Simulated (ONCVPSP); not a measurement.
**Transferability test, ONCV potential for silicon (Si)**

* Element: Si
* Generator: ONCVPSP 4.0.1
* Type: optimised norm-conserving Vanderbilt (ONCV)
* Functional: Wu-Cohen
* Relativity: non-relativistic
* Frozen core: [Ne]
* Valence charge: 4
* Reference configuration: 3s2 3p2
* Partial waves: 3s: rc 1.40 bohr, ncon 3, nbas 6, qcut 6 1/bohr, 2 projectors, debl 3.2 Ha; 3p: rc 1.95 bohr, ncon 4, nbas 8, qcut 3.9 1/bohr, 3 projectors, debl 3.5 Ha; d scattering state at 0.17 Ha: rc 1.60 bohr, ncon 4, nbas 9, qcut 5.6 1/bohr, 2 projectors, debl 3.7 Ha
* Local potential: polynomial inside 1.10 bohr (lpopt 5, dvloc0 -1 Ha)
* Core correction: none

Energies are relative to the spin-unpolarised reference configuration 3s2 3p2; without spin polarisation the order of configurations can differ from experiment.

Question: Give the all-electron excitation energy and the error of the potential for: 3s2 3p1; 3s2 3p0; 3s1 3p0; 3s1 3p3.

Answer:

```json
{"valence configuration": "3s2 3p1", "charge": "+1", "ΔE all-electron (eV)": "7.728", "error AE − PS (meV)": "+0.5"}
{"valence configuration": "3s2 3p0", "charge": "+2", "ΔE all-electron (eV)": "23.731", "error AE − PS (meV)": "+8.6"}
{"valence configuration": "3s1 3p0", "charge": "+3", "ΔE all-electron (eV)": "57.609", "error AE − PS (meV)": "+66"}
{"valence configuration": "3s1 3p3", "charge": "0", "ΔE all-electron (eV)": "6.750", "error AE − PS (meV)": "+0.2"}
```

Levels in the configuration 3s1 3p3:

```csv
level,all-electron (eV),pseudo (eV)
3s,-11.470,-11.468
3p,-4.646,-4.644
```

Note: ghosts flagged at negative energy: s at -108.8 eV; no localised positive-energy state flagged. A true bound ghost makes a file unfit for plane-wave use.
